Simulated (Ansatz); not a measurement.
Q: Name a neutral molecule of B, C, N, Si and H with zero-point energy (PBE0-D4/def2-TZVP) between 301 and 317 kJ/mol and LUMO energy (ωB97M-V/def2-TZVPP) between 1.40 and 1.70 eV (Ansatz, PBE0-D4/def2-TZVP geometry).

A: `BN([SiH3])CC` (315.3 kJ/mol, 1.62 eV). Other molecules can fit too; these were computed, each in one conformer that needn't be the lowest.
